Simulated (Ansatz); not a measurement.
Total energies of WSF4 from Ansatz at BLYP-D4/def2-TZVP, gas phase (1 Eh = 27.2114 eV = 2625.5 kJ/mol). The reference geometry is relaxed at r2SCAN-D4/def2-SVP.

```xyz
6

W     0.006   -0.022   -0.001
S    -0.525    2.018    0.072
F     0.737   -0.400    1.668
F     1.756   -0.054   -0.630
F    -0.478   -0.598   -1.703
F    -1.497   -0.944    0.595
```

| state | geometry | energy (Eh) |
| --- | --- | --- |
| charge 0 singlet | reference | -865.12140 |
| charge 1 doublet | reference | -864.70911 |
| free W atom (quintet) | – | -66.90564 |
| free S atom (triplet) | – | -398.11616 |
| free F atom (doublet) | – | -99.76086 |

In the def2 sets W takes a core potential; there is no spin–orbit coupling.

Work out the vertical ionisation energy to the doublet.

E(charge 1 doublet) − E(charge 0 singlet) = -864.70911 − (-865.12140) = 0.41229 Eh = 11.22 eV. For comparison, −ε of the highest occupied level is 7.97 eV at this level, 3.25 eV less.

What is the binding energy per atom against free atoms?

Atoms: 1 × (-66.90564) + 1 × (-398.11616) + 4 × (-99.76086) = -864.06524 Eh. Binding: -864.06524 − (-865.12140) = 1.05616 Eh = 28.74 eV, or 4.79 eV for each of 6 atoms (no zero-point energy, no counterpoise term).
